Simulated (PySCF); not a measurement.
Cd(H)(SMe) (CH₄CdS), SMILES C[S][CdH].

Geometry: B3LYP-D3(BJ)/def2-TZVP. The def2 effective core potentials stand for the cores of Cd; spin–orbit coupling is left out.

These are PBE/def2-TZVPD run with PySCF values and carry that method's errors.

Isolated molecule, no solvent.

total energy: -606.27842 hartree
point group: Cs
highest occupied level: -5.37 eV
lowest empty level: -1.70 eV
orbital gap: 3.66 eV
dipole moment: 1.51 D
quadrupole, principal values (traceless, Buckingham form, about the centre of nuclear charge): -7.40, 0.36, 7.03 D·Å
mean static polarisability: 73.2 bohr³ (10.85 Å³)
polarisability, principal values: 56.2, 63.4, 100.1 bohr³
